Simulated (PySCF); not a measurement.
**Ru⁺ (ruthenium, charge +1) across methods**

[Kr] 4d6 5s1, high-spin 6D determinant (an excited configuration). All numbers are calculated (PySCF 2.14, the spin-free X2C one-electron Hamiltonian (Gaussian nucleus), in x2c-QZVPPall).

```
 method  E (hartree)  mean ε 4d α (eV)  mean ε 4d β (eV)  mean ε 5s α (eV)  Σ⟨r²⟩ (bohr²)   ⟨S²⟩
  M06-L     -4529.94           -16.748           -13.808           -12.033          41.05  8.752
 r2SCAN     -4530.07           -17.017           -13.846           -12.750          41.28  8.751
   PBE0     -4529.74           -18.347           -15.308           -13.172          41.41  8.751
    LDA     -4525.01           -16.649           -13.835           -12.767          41.52  8.750
    UHF  -4527.79842           -23.021           -19.007           -14.740          41.73  8.753
 PBEsol     -4527.28           -16.541           -13.679           -12.552          41.47  8.751
LC-wPBE     -4529.65           -21.076           -18.206           -15.293          41.32  8.751
```

Problem. Estimate the same row for PBE.

Solution. E (hartree) = -4529.67; mean ε 4d α (eV) = -16.544; mean ε 4d β (eV) = -13.743; mean ε 5s α (eV) = -12.486; Σ⟨r²⟩ (bohr²) = 41.56; ⟨S²⟩ = 8.751.
